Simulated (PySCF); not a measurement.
AsO2: fields on a plane

Method: PySCF, UPBE0, basis As def2-TZVP, O def2-TZVP (no relativity, density fitting).

The doublet minimum has As–O 1.626 Å (×2); O–As–O 126.4°.

The plane holds As1 at (0.00, 0.00), O2 at (1.63, 0.00), O3 at (-0.97, 1.31) Å. Columns run from x = -2.85 to 4.05 Å, rows from y = 3.75 (top) to -1.95 Å, in steps of 0.3 Å. Other isomers or separated fragments may lie lower.

**Question.** Give the highest occupied orbital (Å^-3/2) at -8.96 eV (cut at ±0.3; overall sign arbitrary). Lower edges of the bins (Å^-3/2): '0' -0.300, '1' -0.240, '2' -0.180, '3' -0.120, '4' -0.060, '5' 0.000, '6' 0.060, '7' 0.120, '8' 0.180, '9' 0.240; top 0.30.

**Answer.** 
```
555555555555554444444444
555555555555555444444444
555555555555555545555555
555555555555555555555555
555566666655555555555555
555567887655555555555555
555679999765555555555555
555569999765555555555555
444444996555555666555555
444420001345556776655555
444320001344456998765555
444432124544336999765555
444444567955200999865555
555556797066200099765555
555567899777300036655555
555567899998520134555555
555567899997543344555555
555566788887654444455555
555556677776554444445555
555555666665555444445555
```

**Question.** Give the electron localisation function (set to 0 where the density is under 0.005 e/Å³). Every second row and column.

**Answer.** 
```
0.00 0.00 0.00 0.00 0.00 0.00 0.00 0.00 0.00 0.00 0.00 0.00
0.00 0.00 0.00 0.00 0.00 0.00 0.00 0.00 0.00 0.00 0.00 0.00
0.00 0.05 0.24 0.42 0.36 0.13 0.00 0.00 0.00 0.00 0.00 0.00
0.00 0.30 0.75 0.85 0.80 0.36 0.02 0.01 0.00 0.00 0.00 0.00
0.00 0.53 0.89 0.98 0.84 0.46 0.08 0.23 0.33 0.12 0.00 0.00
0.00 0.40 0.76 0.76 0.56 0.14 0.40 0.78 0.80 0.48 0.07 0.00
0.00 0.10 0.23 0.41 0.50 0.51 0.23 0.42 0.66 0.73 0.16 0.00
0.00 0.04 0.30 0.74 0.20 0.51 0.35 0.80 0.90 0.71 0.15 0.00
0.00 0.00 0.56 0.93 0.92 0.76 0.35 0.50 0.68 0.41 0.00 0.00
0.00 0.00 0.00 0.87 0.93 0.76 0.18 0.11 0.17 0.00 0.00 0.00
```
